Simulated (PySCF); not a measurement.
`[C@@H]12C[C@@H](C)[C@@H]1C=C2`, C7H10

Geometry:
```
atom   x (Å)   y (Å)   z (Å)
  C1   2.040  -0.073  -0.659
  C2   0.523  -0.015  -0.684
  C3  -0.080   1.264  -0.076
  C4  -0.763   0.431   1.031
  C5  -2.095  -0.129   0.622
  C6  -1.577  -1.239   0.100
  C7  -0.161  -0.861   0.422
  H8   2.459   0.663  -1.343
  H9   2.389  -1.060  -0.959
 H10   2.411   0.135   0.342
 H11   0.160  -0.247  -1.687
 H12  -0.766   1.812  -0.719
 H13   0.674   1.947   0.308
 H14  -0.615   0.746   2.059
 H15  -3.088   0.280   0.689
 H16  -1.985  -2.085  -0.424
 H17   0.466  -1.558   0.969
```

Computed with TDDFT PBE0/def2-SVPD circular dichroism and optical rotation, one conformer, gas phase in PySCF. Geometry: GFN2-xTB.

States above about 7.1 eV lie in this functional's continuum (it starts at minus the energy of the highest occupied orbital, well below the true ionisation energy for most functionals) and depend on the basis.

Task: Assign R or S to each stereocentre.

Result: C2 R, C4 S, C7 R.

Task: Which excitations and rotatory strengths does the calculation give?

Result: Rotatory strengths R in 10⁻⁴⁰ esu² cm², velocity form and length form (origin at the centre of mass); f in length form.
```
state  E (eV)  λ (nm)      f  R (velocity)  R (length)                                main
    1    6.52     190  0.052         -10.8       -10.8    HOMO→LUMO 0.69, HOMO−1→LUMO 0.26
    2    6.88     180  0.024         -25.3       -27.6    HOMO−1→LUMO 0.64, HOMO→LUMO 0.20
    3    7.00     177  0.018         +42.4       +44.3  HOMO−2→LUMO 0.71, HOMO→LUMO+1 0.12
    4    7.06     176  0.028          +6.9        +6.9  HOMO→LUMO+1 0.67, HOMO−2→LUMO 0.11
    5    7.34     169  0.007          +3.4        +7.3  HOMO→LUMO+2 0.73, HOMO→LUMO+1 0.13
    6    7.49     166  0.043         +12.3        +8.9  HOMO→LUMO+3 0.70, HOMO→LUMO+4 0.12
    7    7.56     164  0.024         -12.3       -11.9  HOMO→LUMO+4 0.84, HOMO→LUMO+3 0.09
    8    7.76     160  0.025          +5.1        +4.9                    HOMO−3→LUMO 0.93
    9    7.89     157  0.024         -19.8       -20.3                  HOMO−1→LUMO+1 0.96
   10    8.09     153  0.002         -10.3       -11.9                    HOMO→LUMO+5 0.82
   11    8.15     152  0.001         -17.3       -16.3                  HOMO−1→LUMO+2 0.81
   12    8.17     152  0.020          -3.3        -3.2                  HOMO−2→LUMO+1 0.90
```

Among the states computed, the strongest CD band (largest |R|) is state 3. The largest dissymmetry factor in size, g = 4R/(D+G), with D and G the electric and magnetic dipole strengths, is -0.15 for state 11 (velocity form, f = 0.001), among bands with |R| over 0.5. The mirror image has the same energies and oscillator strengths and all R with the opposite sign.
